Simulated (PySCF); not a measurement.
**Correlation energy of B (boron, neutral)**

[He] 2s2 2p1, 2P determinant. Computed with PySCF 2.14 in cc-pVTZ-DK, with scalar relativity by spin-free X2C-1e. Frozen: 1s2; 3 electrons correlated.

MP2 pair energies summed by pair of shells (mhartree):

```json
{"pair": "2s-2s", "energy": "-24.78", "share (%)": "56.2"}
{"pair": "2s-2p", "energy": "-19.30", "share (%)": "43.8"}
```

Total MP2 correlation energy: -44.09 mhartree.

Same-spin part -3.21 and opposite-spin part -40.87 mhartree; SCS-MP2 scales them by 1/3 and 6/5 to -50.12 mhartree.

```csv
level,correlation energy (mhartree)
CCSD,-64.71
(T),-1.31
CCSD(T),-66.02
```

Diagnostics: T1 = 0.013, D1 = 0.0262, largest double amplitude 0.116.

Is a single reference adequate?

Mostly. T1 lies below 0.03, but a double amplitude of this size points to a near-degeneracy that CCSD handles and MP2 describes poorly.
